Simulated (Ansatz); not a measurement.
Start from `C[CH](O)[InH2]` and change one atom or group to get `CC(O)F`.

Ansatz, PBE0-D4/def2-TZVP geometries, multiplicity 1. Each molecule was computed in one conformer, which needn't be the lowest.

Elements past krypton have def2 core potentials.

```tsv
property	`C[CH](O)[InH2]`
size of the dipole moment (B3LYP/def2-TZVPP) / D	2.00
LUMO energy (PBE0/def2-TZVPP) / eV	-1.49
LUMO energy (B3LYP/def2-TZVPP) / eV	-1.78
HOMO–LUMO gap (B3LYP/def2-TZVPP) / eV	4.90
HOMO energy (PBE0/def2-TZVPP) / eV	-6.85
HOMO–LUMO gap (PBE/def2-TZVPP) / eV	3.47
```

Problem. What does the change do to each property? (An estimate is asked.)

Solution. The calculation gave: 
```
                                        property  `CC(O)F`  shift
size of the dipole moment (B3LYP/def2-TZVPP) / D      1.63  -0.37
              LUMO energy (PBE0/def2-TZVPP) / eV      1.04   2.53
             LUMO energy (B3LYP/def2-TZVPP) / eV      0.62   2.40
           HOMO–LUMO gap (B3LYP/def2-TZVPP) / eV      9.29   4.39
              HOMO energy (PBE0/def2-TZVPP) / eV     -8.89  -2.04
             HOMO–LUMO gap (PBE/def2-TZVPP) / eV      7.32   3.85
```

With PBE0 the HOMO falls by 2.04 eV and the LUMO rises by 2.53 eV, so the gap widens by about 4.57 eV. PBE moves the HOMO by -1.45 eV and ωB97M-V by -2.33 eV. The zero-point energy changes by -18.7 kJ/mol with -6 modes. Dipoles are sizes alone; their direction can turn.

Positive LUMOs are unbound, so they and the gaps depend on the basis.

B3LYP here is the variant with VWN-RPA as its local correlation; programs differ in this.
